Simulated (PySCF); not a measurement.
## Spinor energies of Nb¹⁵⁺ (niobium, charge +15)

Start: [Ar] 3d8; 3d3/2 filled at m_j = -3/2, -1/2, +1/2, +3/2; 3d5/2 filled at m_j = -1/2, +1/2, +3/2, +5/2. Calculated with PySCF 2.14 in an even-tempered Gaussian basis (17 s from 1.3 bohr⁻², ratio 2.8; 13 p from 1.7 bohr⁻², ratio 2.8; 8 d from 1.7 bohr⁻², ratio 2.8; 4 f from 8.4 bohr⁻², ratio 3): generalised Hartree-Fock with the X2C-1e Hamiltonian and a Gaussian nucleus; one run each with spin-orbit coupling (SO) switched off, then screened by Boettger's factors.

```
spinor shell  electrons  ε, spin-free (eV)  ε, screened SO (eV)  weight of nominal j (screened SO)  rms radius, screened SO (bohr)
       1s1/2          2           -19489.8             -19488.8                              1.000                          0.0415
       2s1/2          2            -3137.9              -3137.5                              1.000                           0.171
       2p1/2          2            -2839.2              -2906.8                              1.000                           0.149
       3s1/2          2            -848.43              -848.31                              1.000                           0.461
       3p1/2          2            -746.80              -762.15                              0.971                           0.456
       3p3/2          4            -746.80              -739.41                              0.986                           0.465
       3d3/2          4            -591.06              -593.68                              0.771                           0.439
       3d5/2          4            -591.06              -588.72                              0.799                           0.441
```

(1) Where does 2p3/2 lie, and what is the 2p spin-orbit splitting (screened SO)?

```
   quantity    spin-free  screened SO
E (hartree)  -3723.18388  -3723.66259
        M_J            4            4
       ⟨J²⟩       20.001       20.001
       ⟨L²⟩       12.001       12.132
       ⟨S²⟩        2.000        1.974
```

Each row is a mean over spinors that exchange with the open shell spreads, by up to 20.541 eV (3p3/2).

Rows whose weight is well below 1 are mixtures of j = l ± 1/2: exchange outweighs spin-orbit coupling there, and the label is only the starting occupation.

Breit and QED terms are absent; they matter most for the inner s and p1/2 levels.

Densities and radii are taken from the X2C orbitals without a picture-change correction, which distorts them close to the nucleus.

Without spin-orbit coupling the j labels of p, d and f shells carry no meaning; the spin-free column gives the mean over the occupied spinors of each nl shell.

## Answers

(1) At -2807.0 eV, 99.766 eV above 2p1/2.
